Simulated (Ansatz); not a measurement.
Total energies of InCl3 from Ansatz at PBE0-D4/def2-TZVPD, gas phase (1 Eh = 27.2114 eV = 2625.5 kJ/mol). The reference geometry is relaxed at PBE0-D4/def2-SVP.

```xyz
4

In    0.000    0.000    0.000
Cl   -0.268   -2.163    0.795
Cl    0.229    1.764    1.489
Cl    0.039    0.399   -2.285
```

```tsv
state	geometry	energy (Eh)
charge 0 singlet	reference	-1570.48510
charge -1 doublet	reference	-1570.53960
free In atom (doublet)	–	-190.11403
free Cl atom (doublet)	–	-459.99797
```

In the def2 sets In takes a core potential; there is no spin–orbit coupling.

Q: Work out the vertical electron affinity, to the doublet.

A: E(charge 0 singlet) − E(charge -1 doublet) = -1570.48510 − (-1570.53960) = 0.05450 Eh = 1.48 eV.

Q: What is the binding energy per atom against free atoms?

A: Atoms: 1 × (-190.11403) + 3 × (-459.99797) = -1570.10794 Eh. Binding: -1570.10794 − (-1570.48510) = 0.37716 Eh = 10.26 eV, or 2.57 eV for each of 4 atoms (no zero-point energy, no counterpoise term).

At PBE0-D4/def2-TZVPD the highest occupied level of the charge -1 doublet lies above zero (up to 0.17 eV). By energy differences its removal costs 1.48 eV (vertical, to the charge 0 singlet, at PBE0-D4/def2-TZVPD); a positive level beside a positive removal energy at the same level points to self-interaction error.
